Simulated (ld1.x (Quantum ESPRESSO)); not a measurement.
## Scattering properties, PAW potential for Ir (Z = 77)

ld1.x (Quantum ESPRESSO) 7.5 input, shortened:

```
&input
   title='Ir', zed=77., rel=2, dft='PZ', iswitch=3,
   config='[Xe] 4f14 5d7 6s2 6p0', rel_dist='average'
 /
 &inputp
   pseudotype=3, lpaw=.true., tm=.true., lloc=-1, rcloc=2.30,
   nlcc=.true., new_core_ps=.true.,
   which_augfun='PSQ', rmatch_augfun=1.60
 /
6
5S  1  0   2.00   0.00  1.65  1.75  0.0
6S  2  0   2.00   0.00  1.65  1.75  0.0
5P  2  1   6.00   0.00  1.50  1.70  0.0
6P  3  1   0.00   0.00  1.50  1.70  0.0
5D  3  2   7.00   0.00  2.00  2.60  0.0
5D  3  2   0.00  -0.10  2.00  2.60  0.0
 &test
   configts(1)='5s2 5p6 5d7 6s2 6p0'
 /
```

Open shells are filled in proportion to 2j + 1 (rel_dist='average').

The phase is arctan(r·u′/u) with u = r·R(r), unwrapped; energies in Ry, scanned from -9 to 5 Ry. A pole is an energy at which the radial function vanishes at the test radius. The pseudo phase is shifted by a multiple of π to meet the all-electron one at the reference energy, and phase errors are pseudo minus all-electron; the curves can meet again beyond the range given. Levels narrower than the energy grid can be missing from the lists of poles.

Task: For each channel, where are the poles, and over which energies does the pseudopotential scatter like the atom?

Result:

```tsv
channel	radius (bohr)	reference energy (Ry)	poles, all-electron	poles, pseudo	unbroken range about the reference energy with phases within 0.05 rad	phase error 1 Ry above the reference energy (rad)
p3/2	2.86	-0.09	-3.73, 2.57	-3.73, 2.57	the whole range	+0.000
d3/2	2.86	-0.60	-0.35, 4.83	-0.35, 4.47	below 1.8	-0.000
d5/2	2.86	-0.51	-0.22, 4.98	-0.22, 4.97	the whole range	-0.000
```

The ghost test of this file was not conclusive.

Phases in the d3/2 channel:

| E (Ry) | all-electron | pseudo |
| --- | --- | --- |
| -9.00 | 1.454 | 1.454 |
| -8.52 | 1.451 | 1.450 |
| -8.04 | 1.447 | 1.447 |
| -7.56 | 1.443 | 1.443 |
| -7.08 | 1.439 | 1.439 |
| -6.60 | 1.434 | 1.434 |
| -6.12 | 1.429 | 1.429 |
| -5.64 | 1.423 | 1.423 |
| -5.16 | 1.416 | 1.416 |
| -4.68 | 1.408 | 1.407 |
| -4.20 | 1.398 | 1.398 |
| -3.72 | 1.387 | 1.387 |
| -3.24 | 1.373 | 1.372 |
| -2.76 | 1.354 | 1.354 |
| -2.28 | 1.328 | 1.328 |
| -1.80 | 1.286 | 1.286 |
| -1.32 | 1.196 | 1.196 |
| -0.84 | 0.645 | 0.645 |
| -0.36 | -1.565 | -1.565 |
| 0.12 | -1.763 | -1.763 |
| 0.60 | -1.881 | -1.881 |
| 1.08 | -2.047 | -2.049 |
| 1.56 | -2.433 | -2.454 |
| 2.04 | -3.462 | -3.536 |
| 2.52 | -4.202 | -4.247 |
| 3.00 | -4.453 | -4.483 |
| 3.48 | -4.567 | -4.593 |
| 3.96 | -4.635 | -4.660 |
| 4.44 | -4.682 | -4.710 |
| 4.92 | -4.719 | -4.753 |
